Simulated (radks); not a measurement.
The numbers below are computed, except where a source is named.
The sulfur anion S-, [Ne] 3s2 3p5, held by a Watson sphere: a shell of charge +1 at radius R that stands for the Madelung well of a crystal (potential energy -1/R inside, -1/r outside, in hartree with lengths in bohr). Code: a radial shooting solver on a logarithmic mesh with Libxc functionals. Model: scalar-relativistic Kohn-Sham, LB94 model potential, spin-polarised, spherical densities, point nucleus; open shells are filled with parallel spins first. Response by self-consistent Sternheimer equations with the Hartree and adiabatic LDA kernel, the relativistic mass of each level held fixed and spin-orbit coupling left out. The sphere does not respond.

R (bohr)  e(3s down) (eV)  e(3p up) (eV)  e(3p down) (eV)  <r> 3p (bohr)  sum of <r^2> (bohr^2)  X-ray form factor at sin(theta)/lambda = 0.3 1/angstrom  alpha (bohr^3)
3.06              -20.109        -10.700          -10.356          2.187                  38.08                                                    9.066           30.35
3.56              -19.354         -9.964           -9.628          2.223                  39.27                                                    9.072           34.34
4.07              -18.685         -9.298           -8.966          2.248                  40.14                                                    9.075           38.01
4.13              -18.613         -9.226           -8.894          2.250                  40.22                                                    9.075           38.40
4.26              -18.460         -9.072           -8.741          2.255                  40.40                                                    9.076           39.24
4.65              -18.035         -8.644           -8.315          2.266                  40.82                                                    9.077           41.51

Estimate the row for R = 1.97 bohr.

Answer. e(3s down) (eV) -22.126; e(3p up) (eV) -12.438; e(3p down) (eV) -12.058; <r> 3p (bohr) 2.057; sum of <r^2> (bohr^2) 34.11; X-ray form factor at sin(theta)/lambda = 0.3 1/angstrom 9.087; alpha (bohr^3) 21.71.
